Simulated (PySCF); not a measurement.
Compound: C5H3ClOS.
SMILES with atom numbers: `[CH2:1]=[CH:2][C:3](=[O:4])[C:5]([Cl:6])=[C:7]=[S:8]` (hydrogens: H9, H10 on C1; H11 on C2)

Level of theory: PBE0-D3(BJ)/def2-SVP geometry optimisation, gas phase (PySCF).

**Question.** Give the optimised bond lengths and angles.

**Answer.** 
| bond | length (bohr) | order |
| --- | --- | --- |
| C1=C2 | 2.525 | double |
| C2–C3 | 2.805 | single |
| C3=O4 | 2.298 | double |
| C3–C5 | 2.808 | single |
| C5–Cl6 | 3.285 | single |
| C5=C7 | 2.518 | double |
| C7=S8 | 2.915 | double |
| C1–H9 | 2.068 | single |
| C1–H10 | 2.065 | single |
| C2–H11 | 2.063 | single |

Orders are formal, as drawn. A selection of angles:
| angle | degrees |
| --- | --- |
| C1–C2–C3 | 119.6 |
| C2–C3–O4 | 122.9 |
| C2–C3–C5 | 117.7 |
| O4–C3–C5 | 119.4 |
| C3–C5–Cl6 | 123.1 |
| C3–C5–C7 | 119.5 |
| Cl6–C5–C7 | 117.5 |
| C5–C7–S8 | 179.5 |

Dihedral angles: C1–C2–C3–O4 2° (synperiplanar); C2–C3–C5–Cl6 -1° (synperiplanar). The mirror-image conformer, all signs reversed, is as good.

Of the pairs four or more bonds apart, Cl6···H11 is among the closest relative to their van der Waals radii: 2.64 Å, 89 % of the sum of Bondi's values. The C–C distances run from 1.333 Å (C5=C7, drawn double) to 1.486 Å (C3–C5, drawn single), a spread of 0.153 Å.

Point group: near Cs, missed by 0.11 Å at most; the miss may be what the optimiser left on a soft mode. PBE0-D3(BJ)/def2-SVP frequencies: not computed here. One conformer, not necessarily the lowest.
